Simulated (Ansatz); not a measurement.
The cluster Li9H8. The state is a doublet with charge 0. Geometry PBE-D4/def2-SVP, that of the charge +1 singlet; atoms count from 1.

Cartesian coordinates in Å:
```
Li 3.0899 -0.4876 -0.8957
Li 0.0589 -0.2961 1.2228
Li 1.0531 1.1526 -0.8275
Li -1.2885 0.1546 -1.1077
Li -1.8759 0.2669 3.6943
Li -3.0004 -0.8343 1.1794
Li -1.5252 1.6101 1.5864
Li 1.8263 -0.0715 -3.0219
Li 0.8397 -1.6343 -1.2677
H -1.5530 -1.0835 0.2214
H 2.5550 1.0193 -1.7598
H 0.1109 -0.1315 -2.1293
H -2.9995 0.5115 2.3124
H 2.3634 -1.5801 -2.1535
H -0.6209 1.3729 0.0715
H -0.4834 0.5916 2.7306
H 1.4496 -0.5605 0.1443
```

Another isomer (singlet) lies 0.05 eV lower at PBE0-D4/def2-TZVP; other spin states weren't run for this one.

**Question.** Estimate the Mulliken populations from the PBE0/def2-TZVP orbitals of Ansatz.

**Answer.** 
```csv
atom,charge (e),spin (α − β)
Li1,0.57,0.00
Li2,0.64,0.04
Li3,0.50,-0.01
Li4,0.38,0.23
Li5,0.22,0.41
Li6,0.51,0.30
Li7,0.42,0.11
Li8,0.56,0.00
Li9,0.47,0.00
H10,-0.50,-0.03
H11,-0.46,0.00
H12,-0.57,0.00
H13,-0.48,-0.04
H14,-0.45,0.00
H15,-0.65,-0.01
H16,-0.53,-0.01
H17,-0.62,0.00
```
Mulliken values and Mayer orders depend strongly on the basis.

**Question.** Where does the spin sit?

**Answer.** Summed by element: Li 1.08, H -0.08, of 1 unpaired in all. Largest on single atoms: Li5 0.41, Li6 0.30, Li4 0.23.
